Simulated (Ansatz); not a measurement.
Stepwise reaction of `[NH2][Nb]([NH2])([NH2])=[S]` with hydrogen chloride, as a gas-phase model of exchange steps in deposition or etching. ΔE in kJ/mol; ΔG adds harmonic PBE0-D4 terms to CCSD(T)/CBS, at 1 bar.

Calculated with Ansatz (gas phase, PBE0-D4/def2-TZVP geometries, no zero-point term in ΔE). CCSD(T)/CBS is the MP2 limit (def2-TZVPP, def2-QZVPP) plus CCSD(T) − MP2 in def2-TZVPP, frozen cores. This one scheme is used for every species. DFT in def2-TZVPP. B3LYP here is the variant with VWN-RPA as its local correlation; programs differ in this. Elements past krypton have def2 core potentials. For Nb outer-core shells are correlated without core-valence functions, which leaves a few kJ/mol of doubt a bond. Each species was taken in one conformer, which may not be the lowest.

```json
{"step": "1", "reaction": "`[NH2][Nb]([NH2])([NH2])=[S]` + HCl → `[NH2][Nb]([NH2])(=[S])[Cl]` + NH₃", "PBE-D4": "-91.7", "B3LYP-D4": "-92.4", "ωB97M-V": "-90.3", "CCSD(T)/CBS": "-93.7", "ΔG(500 K)": "-90.8"}
{"step": "2", "reaction": "`[NH2][Nb]([NH2])(=[S])[Cl]` + HCl → `[NH2][Nb](=[S])([Cl])[Cl]` + NH₃", "PBE-D4": "-75.6", "B3LYP-D4": "-75.3", "ωB97M-V": "-73.4", "CCSD(T)/CBS": "-76.6", "ΔG(500 K)": "-66.8"}
{"step": "3", "reaction": "`[NH2][Nb](=[S])([Cl])[Cl]` + HCl → `[S]=[Nb]([Cl])([Cl])[Cl]` + NH₃", "PBE-D4": "-54.5", "B3LYP-D4": "-53.4", "ωB97M-V": "-50.3", "CCSD(T)/CBS": "-52.3", "ΔG(500 K)": "-40.9"}
```

(1) By hand: ΔE of the 3 steps together at CCSD(T)/CBS.

Answers

(1) (-93.7) + (-76.6) + (-52.3) = -222.6 kJ/mol, or -74.2 kJ/mol a step.

In ΔE each step is higher than the one before. All are downhill at CCSD(T)/CBS. ΔG lies between -90.8 and -40.9 kJ/mol a step. PBE-D4 differs from CCSD(T)/CBS by -2.2 to 2.0 kJ/mol a step. Only this route is followed, and other bonds may react first. Isolated molecules leave out the surface, adducts and barriers. Largest T1 diagnostic: 0.023.
